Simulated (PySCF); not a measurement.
C2H7BO3, SMILES C[C@@H](B(O)O)O.

Coordinates come from a PBE0-D3(BJ)/def2-SVP optimisation. The structure was generated by enumeration; whether it is a known compound was not checked. The values are those of a single conformer.

All values below come from PBE0-D3(BJ)/def2-SVP run with PySCF 2.14.0.

Frequencies are harmonic and unscaled.

```tsv
mode	ν (cm⁻¹)	IR (km/mol)	Raman (Å⁴/amu)	depolarisation	moving atoms (share of kinetic energy)
1	57	6.2	0.3	0.75	O 71 %, C 16 %, H 13 %
2	195	6.0	0.1	0.69	C 37 %, O 36 %, H 25 %
3	230	12.6	0.1	0.75	H 69 %, O 23 %
4	279	58.1	1.1	0.74	H 81 %, O 14 %
5	290	65.0	2.1	0.74	H 60 %, O 33 %
6	380	12.4	0.9	0.75	O 54 %, H 21 %, C 16 %, B 8 %
7	441	16.1	0.4	0.66	O 45 %, H 28 %, C 21 %
8	496	21.3	1.3	0.72	O 45 %, H 23 %, C 18 %, B 14 %
9	562	116.1	1.6	0.62	H 72 %, O 15 %, C 8 %
10	660	40.4	1.9	0.03	B 43 %, H 31 %, O 21 %
11	698	57.1	2.7	0.29	H 82 %, O 12 %
12	758	28.4	4.4	0.09	H 33 %, C 27 %, B 20 %, O 20 %
13	924	7.0	2.8	0.68	H 48 %, C 31 %, O 21 %
14	1011	12.7	2.8	0.64	H 72 %, C 18 %
15	1023	118.3	2.7	0.66	H 60 %, O 37 %
16	1076	80.9	2.7	0.68	H 80 %, O 13 %
17	1103	5.4	4.2	0.71	C 56 %, H 41 %
18	1144	60.4	2.8	0.73	C 51 %, O 25 %, H 24 %
19	1186	58.5	6.2	0.56	H 86 %
20	1313	181.2	1.1	0.68	H 59 %, C 19 %, B 12 %, O 10 %
21	1355	67.4	5.8	0.65	H 75 %, C 13 %
22	1385	10.9	3.0	0.74	H 74 %, C 25 %
23	1439	68.4	9.3	0.71	H 63 %, B 20 %, C 12 %
24	1467	40.9	14.9	0.75	H 87 %
25	1488	84.2	4.5	0.75	H 55 %, B 23 %, C 14 %
26	1515	259.9	0.6	0.63	B 66 %, O 18 %, H 13 %
27	2994	44.5	109.0	0.31	H 92 %
28	3040	25.5	148.2	0.02	H 97 %
29	3129	23.6	71.0	0.73	H 91 %, C 9 %
30	3162	10.1	60.5	0.72	H 91 %, C 9 %
31	3789	149.7	43.4	0.15	H 94 %
32	3882	27.8	111.5	0.27	H 94 %
33	3897	83.3	112.8	0.28	H 94 %
```
